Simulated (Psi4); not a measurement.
C2H5I, charge +1, doublet, at a GFN2-xTB geometry (a state made from the parent by changing its charge; the spin is typed, not shown lowest) (all electrons, no relativity); Psi4 with SVWN/3-21G.

Input for Psi4:
```
memory 2 GB

molecule {
1 2
C    -2.47872317   -0.30698683   -0.18935188
C    -1.15697557   -0.96081758   -0.39560285
I     0.61070332    0.21044122    0.09731135
H    -2.64557368   -0.00101957    0.84919800
H    -3.26426753   -1.00780463   -0.47616182
H    -2.59703766    0.61002780   -0.77682678
H    -1.04755767   -1.88176413    0.19730031
H    -0.99864680   -1.26599750   -1.44128263
}

set {
  basis 3-21g
  reference uks
  scf_type pk
  damping_percentage 20
}

energy('svwn')
print_variables()
```

The log (banner, timings and long lists left out):

```
   => Loading Basis Set <=

    Name: 3-21G
    Role: ORBITAL
    Keyword: BASIS

         ---------------------------------------------------------
                                   SCF
               by Justin Turney, Rob Parrish, Andy Simmonett
                          and Daniel G. A. Smith
                              UKS Reference
         ---------------------------------------------------------

  ==> Geometry <==

    Molecular point group: cs
    Full point group: Cs

    Geometry (in Angstrom), charge = 1, multiplicity = 2:

       Center              X                  Y                   Z               Mass
    ------------   -----------------  -----------------  -----------------  -----------------
         C           -0.409780813275     2.628757345780     0.000000000000    12.000000000000
         C           -1.094375694664     1.306493877801     0.000000000000    12.000000000000
         I            0.175416424351    -0.461874923602     0.000000000000   126.904471900000
         H            0.241964890980     2.771395494618     0.868862937809     1.007825032230
         H           -1.166698083126     3.414608297685     0.000000000000     1.007825032230
         H            0.241964890980     2.771395494618    -0.868862937809     1.007825032230
         H           -1.747892492158     1.172568293124     0.875573364585     1.007825032230
         H           -1.747892492158     1.172568293124    -0.875573364585     1.007825032230

  Running in cs symmetry.

  Rotational constants: A =      1.05761  B =      0.09438  C =      0.08947 [cm^-1]
  Rotational constants: A =  31706.29432  B =   2829.38929  C =   2682.14767 [MHz]
  Nuclear repulsion =  212.409955956338678

  Charge       = 1
  Multiplicity = 2
  Electrons    = 69
  Nalpha       = 35
  Nbeta        = 34

  ==> Algorithm <==

  SCF Algorithm Type is PK.
  DIIS enabled.
  MOM disabled.
  Fractional occupation disabled.
  Guess Type is SAD.
  Energy threshold   = 1.00e-06
  Density threshold  = 1.00e-06
  Integral threshold = 1.00e-12

  ==> Primary Basis <==

  Basis Set: 3-21G
    Blend: 3-21G
    Number of shells: 33
    Number of basis functions: 61
    Number of Cartesian functions: 61
    Spherical Harmonics?: false
    Max angular momentum: 2

  ==> DFT Potential <==

   => LibXC <=

    Version 7.1.2
    S. Lehtola, C. Steigemann, M. J. T. Oliveira, and M. A. L. Marques,  SoftwareX 7, 1–5 (2018) (10.1016/j.softx.2017.11.002)

   => Composite Functional: SVWN <=

    Slater exchange
    Vosko, Wilk & Nusair (VWN5_RPA)
    P. A. M. Dirac,  Math. Proc. Cambridge Philos. Soc. 26, 376 (1930) (10.1017/S0305004100016108)
    F. Bloch,  Z. Phys. 57, 545 (1929) (10.1007/BF01340281)
    S. H. Vosko, L. Wilk, and M. Nusair,  Can. J. Phys. 58, 1200 (1980) (10.1139/p80-159)

    Deriv               =              1
    GGA                 =          FALSE
    Meta                =          FALSE

    Exchange Hybrid     =          FALSE
    MP2 Hybrid          =          FALSE

   => Exchange Functionals <=

    1.0000         XC_LDA_X

   => Correlation Functionals <=

    1.0000   XC_LDA_C_VWN_RPA

   => LibXC Density Thresholds  <==

    XC_LDA_C_VWN_RPA:  1.00E-15
    XC_LDA_X:  1.00E-15

   => Molecular Quadrature <=

    Radial Scheme          =       TREUTLER
    Pruning Scheme         =           NONE
    Nuclear Scheme         =       TREUTLER

    Blocking Scheme        =         OCTREE
    BS radius alpha        =              1
    Pruning alpha          =              1
    Radial Points          =             75
    Spherical Points       =            302
    Total Points           =         170661
    Total Blocks           =           1317
    Max Points             =            256
    Max Functions          =             59
    Weights Tolerance      =       1.00E-15

  ==> Integral Setup <==

  Using in-core PK algorithm.
   Calculation information:
      Number of atoms:                   8
      Number of AO shells:              33
      Number of primitives:             66
      Number of atomic orbitals:        61
      Number of basis functions:        61

      Integral cutoff                 1.00e-12
      Number of threads:                 1

  Performing in-core PK
  Using 3577772 doubles for integral storage.
  We computed 130760 shell quartets total.
  Whereas there are 157641 unique shell quartets.

  ==> DiskJK: Disk-Based J/K Matrices <==

    J tasked:                  Yes
    K tasked:                   No
    wK tasked:                  No
    Schwarz Cutoff:          1E-12

  Minimum eigenvalue in the overlap matrix is 1.3021295032E-03.
  Reciprocal condition number of the overlap matrix is 3.1105820584E-04.
    Using symmetric orthogonalization.

  ==> Pre-Iterations <==

  SCF Guess: Superposition of Atomic Densities via on-the-fly atomic UHF (no occupation information).

   -------------------------
    Irrep   Nso     Nmo
   -------------------------
     A'        44      44
     A"        17      17
   -------------------------
    Total      61      61
   -------------------------

  ==> Iterations <==

                        Total Energy        Delta E     RMS |[F,P]|

   @UKS iter SAD: -6961.74913133640348   -6.96175e+03   0.00000e+00
    Occupation by irrep:
             Ap   App
    DOCC [    24,   10 ]
    SOCC [     1,    0 ]
    NA   [    25,   10 ]
    NB   [    24,   10 ]

   @UKS iter   1: -6963.56115399057217   -1.81202e+00   1.69841e-02 DIIS/ADIIS
   @UKS iter   2: -6962.57202019645956    9.89134e-01   2.66151e-02 DIIS/ADIIS/DAMP=20%
    Occupation by irrep:
             Ap   App
    DOCC [    25,    9 ]
    SOCC [     0,    1 ]
    NA   [    25,   10 ]
    NB   [    25,    9 ]

   @UKS iter   3: -6965.17043226050464   -2.59841e+00   3.76113e-03 DIIS/ADIIS/DAMP=20%
   @UKS iter   4: -6962.57788026985236    2.59255e+00   7.14041e-03 DIIS/ADIIS/DAMP=20%
    Occupation by irrep:
             Ap   App
    DOCC [    24,   10 ]
    SOCC [     1,    0 ]
[...]
   @UKS iter  74: -6964.00486230599199   -3.40627e-01   9.51318e-04 DIIS/ADIIS/DAMP=20%
   @UKS iter  75: -6963.84402739295547    1.60835e-01   6.94436e-04 DIIS/ADIIS/DAMP=20%
   @UKS iter  76: -6963.83814330009682    5.88409e-03   6.24531e-04 DIIS/ADIIS/DAMP=20%
    Occupation by irrep:
             Ap   App
    DOCC [    25,    9 ]
    SOCC [     0,    1 ]
    NA   [    25,   10 ]
    NB   [    25,    9 ]

   @UKS iter  77: -6963.84269377423061   -4.55047e-03   6.12730e-04 DIIS/ADIIS/DAMP=20%
    Occupation by irrep:
             Ap   App
    DOCC [    24,   10 ]
    SOCC [     1,    0 ]
    NA   [    25,   10 ]
    NB   [    24,   10 ]

   @UKS iter  78: -6963.71229467052399    1.30399e-01   4.22667e-04 DIIS/ADIIS/DAMP=20%
    Occupation by irrep:
             Ap   App
    DOCC [    25,    9 ]
    SOCC [     0,    1 ]
    NA   [    25,   10 ]
    NB   [    25,    9 ]

   @UKS iter  79: -6963.95486615262598   -2.42571e-01   6.32123e-04 DIIS/ADIIS/DAMP=20%
    Occupation by irrep:
             Ap   App
    DOCC [    24,   10 ]
    SOCC [     1,    0 ]
    NA   [    25,   10 ]
    NB   [    24,   10 ]

   @UKS iter  80: -6963.72192682841614    2.32939e-01   6.01007e-04 DIIS/ADIIS/DAMP=20%
   @UKS iter  81: -6963.96514409761312   -2.43217e-01   5.81969e-04 DIIS/ADIIS/DAMP=20%
    Occupation by irrep:
             Ap   App
    DOCC [    25,    9 ]
    SOCC [     0,    1 ]
    NA   [    25,   10 ]
    NB   [    25,    9 ]

   @UKS iter  82: -6963.88651592643873    7.86282e-02   7.76731e-04 DIIS/ADIIS/DAMP=20%
    Occupation by irrep:
             Ap   App
    DOCC [    24,   10 ]
    SOCC [     1,    0 ]
    NA   [    25,   10 ]
    NB   [    24,   10 ]

   @UKS iter  83: -6963.70039034121783    1.86126e-01   4.47433e-04 DIIS/ADIIS/DAMP=20%
    Occupation by irrep:
             Ap   App
    DOCC [    25,    9 ]
    SOCC [     0,    1 ]
    NA   [    25,   10 ]
    NB   [    25,    9 ]

   @UKS iter  84: -6963.96157726266119   -2.61187e-01   6.57788e-04 DIIS/ADIIS/DAMP=20%
   @UKS iter  85: -6963.69747375962925    2.64104e-01   8.20642e-04 DIIS/ADIIS/DAMP=20%
    Occupation by irrep:
             Ap   App
    DOCC [    24,   10 ]
    SOCC [     1,    0 ]
    NA   [    25,   10 ]
    NB   [    24,   10 ]

   @UKS iter  86: -6963.86655351107311   -1.69080e-01   3.36054e-04 DIIS/ADIIS/DAMP=20%
   @UKS iter  87: -6964.00037206230081   -1.33819e-01   1.01442e-03 DIIS/ADIIS/DAMP=20%
    Occupation by irrep:
             Ap   App
    DOCC [    25,    9 ]
    SOCC [     0,    1 ]
    NA   [    25,   10 ]
    NB   [    25,    9 ]

   @UKS iter  88: -6963.87490235012319    1.25470e-01   1.02673e-03 DIIS/ADIIS/DAMP=20%
   @UKS iter  89: -6963.71395541141192    1.60947e-01   1.88718e-04 DIIS/ADIIS/DAMP=20%
    Occupation by irrep:
             Ap   App
    DOCC [    24,   10 ]
    SOCC [     1,    0 ]
    NA   [    25,   10 ]
    NB   [    24,   10 ]

   @UKS iter  90: -6963.81772905911021   -1.03774e-01   2.75974e-04 DIIS/ADIIS/DAMP=20%
   @UKS iter  91: -6963.96677853754318   -1.49049e-01   7.49738e-04 DIIS/ADIIS/DAMP=20%
   @UKS iter  92: -6963.87433922650962    9.24393e-02   7.75913e-04 DIIS/ADIIS/DAMP=20%
    Occupation by irrep:
             Ap   App
    DOCC [    25,    9 ]
    SOCC [     0,    1 ]
    NA   [    25,   10 ]
    NB   [    25,    9 ]

   @UKS iter  93: -6963.84841041436539    2.59288e-02   7.78075e-04 DIIS/ADIIS/DAMP=20%
   @UKS iter  94: -6963.71956254047200    1.28848e-01   2.59042e-04 DIIS/ADIIS/DAMP=20%
   @UKS iter  95: -6963.82503980195270   -1.05477e-01   2.77628e-04 DIIS/ADIIS/DAMP=20%
   @UKS iter  96: -6963.84219112689789   -1.71513e-02   3.07879e-04 DIIS/ADIIS/DAMP=20%
    Occupation by irrep:
             Ap   App
    DOCC [    24,   10 ]
    SOCC [     1,    0 ]
    NA   [    25,   10 ]
    NB   [    24,   10 ]

   @UKS iter  97: -6963.85747872229240   -1.52876e-02   2.61996e-04 DIIS/ADIIS/DAMP=20%
    Occupation by irrep:
             Ap   App
    DOCC [    25,    9 ]
    SOCC [     0,    1 ]
    NA   [    25,   10 ]
    NB   [    25,    9 ]

   @UKS iter  98: -6963.96966142010842   -1.12183e-01   7.16449e-04 DIIS/ADIIS/DAMP=20%
    Occupation by irrep:
             Ap   App
    DOCC [    24,   10 ]
    SOCC [     1,    0 ]
    NA   [    25,   10 ]
    NB   [    24,   10 ]

   @UKS iter  99: -6963.77320084684925    1.96461e-01   2.03726e-04 DIIS/ADIIS/DAMP=20%
   @UKS iter 100: -6963.92247751749983   -1.49277e-01   7.06796e-04 DIIS/ADIIS/DAMP=20%

PsiException: Could not converge SCF iterations in 100 iterations.

  Failed to converge.

Traceback (most recent call last):
  File "psi4", line 375, in <module>
  File "<string>", line 31, in <module>
  File "site-packages/psi4/driver/driver.py", line 533, in energy
  File "site-packages/psi4/driver/procrouting/proc.py", line 2760, in run_scf
  File "site-packages/psi4/driver/procrouting/proc.py", line 2047, in scf_helper
  File "site-packages/psi4/driver/procrouting/scf_proc/scf_iterator.py", line 93, in scf_compute_energy
  File "site-packages/psi4/driver/procrouting/scf_proc/scf_iterator.py", line 86, in scf_compute_energy
  File "site-packages/psi4/driver/procrouting/scf_proc/scf_iterator.py", line 609, in scf_iterate

psi4.driver.p4util.exceptions.SCFConvergenceError: Could not converge SCF iterations in 100 iterations.

Printing out the relevant lines from the Psithon --> Python processed input file:
    core.IO.set_default_namespace("")
    core.set_global_option("BASIS", "3-21g")
    core.set_global_option("REFERENCE", "uks")
    core.set_global_option("SCF_TYPE", "pk")
    core.set_global_option("DAMPING_PERCENTAGE", 20)
--> energy('svwn')
    print_variables()

!-------------------------------------------------------!
!                                                       !
!  Could not converge SCF iterations in 100 iterations. !
!                                                       !
!-------------------------------------------------------!
```

The run did not converge; its last values are not results.
